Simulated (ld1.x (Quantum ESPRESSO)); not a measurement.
# Building the TM potential for boron (B) (PBE, scalar-relativistic).

| Property | Result |
| --- | --- |
| Element | B |
| Generator | ld1.x (Quantum ESPRESSO) 7.5 |
| Type | norm-conserving Troullier–Martins (Kleinman–Bylander form) |
| Functional | PBE |
| Relativity | scalar-relativistic |
| Frozen core | [He] |
| Valence charge | 3 |
| Reference configuration | 2s1 2p0 (charge +2) |
| Partial waves | 2s (bound): rc 1.20 bohr; 2p (bound, empty): rc 2.65 bohr; 3d channel at 0.05 Ry: rc 2.50 bohr |
| Local potential | all-electron potential smoothed inside 1.50 bohr (lloc = -1) |
| Core correction | a·sin(br)/r model core inside 1.10 bohr |

All-electron outer shells of the reference configuration (PBE, scalar-relativistic, ld1.x):

```csv
shell,level (eV),outermost node (bohr),outermost maximum (bohr)
2s,-31.48,0.45,1.37
2p,-25.49,–,1.26
```

Problem. Estimate the cutoffs (Ry, on a coarse ladder) from which the occupation-weighted sum of valence levels, in a spherical-Bessel basis at the reference potential, stays within 10 and 1 mRy of its value at 400 Ry.

Solution. 21 Ry and 50 Ry.

Problem. Does the potential have ghost states?

Solution. No extra level below or beside the all-electron valence levels (s, p, d, f tested).

Problem. Tests: 2s2 2p1; 2s2 2p0; 2s2 2p0.5; 2s2 2p1.3; 2s0 2p3; 2s1 2p1; 2s1 2p2. Which has the largest error in its energy relative to the reference configuration, and how large is it?

Solution. 2s0 2p3, with +477 meV (all-electron minus pseudo) on -21.92 eV.
